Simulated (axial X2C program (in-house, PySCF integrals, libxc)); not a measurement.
**Ω levels of NiF from open-shell CI on d8 s1 p(π)0**

Calculated with an axial X2C code built on PySCF integrals: two-component X2C with atomic mean-field Coulomb and Gaunt terms, basis Ni dyall-v3z, F dyall-av3z (cores contracted in-house). Orbitals come from Hartree–Fock averaged over the configuration Ni d8 s1 p(π)0; CI then distributes these electrons over the d, s, p(π) shells of Ni.

R = 1.804 Å (near the minimum of the configuration average).

Active spinors (ω > 0):

| shell | ω | ε (eV) | character |
| --- | --- | --- | --- |
| d | 3/2 | -14.71 | 100% Ni d |
| d | 5/2 | -14.50 | 100% Ni d |
| d | 1/2 | -14.25 | 98% Ni d |
| d | 3/2 | -14.11 | 98% Ni d |
| d | 1/2 | -13.64 | 95% Ni d |
| s | 1/2 | -3.95 | 63% Ni s, 25% Ni p, 7% F p |
| p(π) | 1/2 | 1.78 | 91% Ni p, 4% Ni d, 4% F p |
| p(π) | 3/2 | 1.78 | 91% Ni p, 4% Ni d, 4% F p |

Lowest levels of this model:

```tsv
Ω	energy (cm⁻¹)	g∥	μ (D)	configuration
3/2	0	3.93	-3.07	100% d8 s1
5/2	18	7.30	-3.07	100% d8 s1
1/2	50	1.07	-3.08	100% d8 s1
7/2	356	9.96	-3.07	100% d8 s1
1/2	794	2.15	-3.07	100% d8 s1
5/2	1101	6.63	-3.07	100% d8 s1
3/2	1158	3.95	-3.08	100% d8 s1
1/2	1680	0.24	-3.07	100% d8 s1
3/2	1827	4.06	-3.08	100% d8 s1
1/2	2194	0.54	-3.07	100% d8 s1
9/2	2620	12.01	-3.11	100% d8 s1
7/2	3266	8.04	-3.11	100% d8 s1
5/2	3832	4.41	-3.14	99% d8 s1
3/2	4251	2.10	-3.21	98% d8 s1
5/2	4350	5.65	-3.25	96% d8 s1
7/2	7322	8.01	-3.12	100% d8 s1
```

g∥ is the magnitude of 2⟨Lz + ge Sz⟩ for the +Ω component. μ is positive if the F end is positive.

Question: From Ω and g∥ of the lowest level, whose 2⟨Lz + ge Sz⟩ is positive, find ⟨Sz⟩ and ⟨Lz⟩ (ge = 2.0023).

Answer: Ω = ⟨Lz⟩ + ⟨Sz⟩ = 3/2 and ⟨Lz⟩ + ge⟨Sz⟩ = 1.965, so ⟨Sz⟩ = 0.46 and ⟨Lz⟩ = 1.04.

Occupations of the active spinors in the lowest level by ω, shell by shell in order of energy: -5/2: 0.72; -3/2: 0.87 0.52 0.00; -1/2: 0.89 0.71 0.35 0.00; 1/2: 0.78 0.63 0.65 0.00; 3/2: 0.99 0.89 0.00; 5/2: 1.00. The leading determinant has weight 0.22 among 1420.

This point took 3.9 s on 1 thread of Arm Neoverse N1, with other jobs on the host.

Dynamic correlation is missing, so gaps between terms are too wide and other configurations may lie lower; the lowest level listed is that of this model, not necessarily the ground state. For d shells the ligand-field splittings (σ, π, δ) and their order can be off by a thousand cm⁻¹ or more. At most 4 roots were kept for each Ω > 0 (twice that for Ω = 0) within 3.2 eV of the lowest, so higher up levels can be missing between those listed; levels with Ω > 0 are doubly degenerate and listed once, Ω = 0 levels singly. States that fill the shells left empty in the average are placed too high.
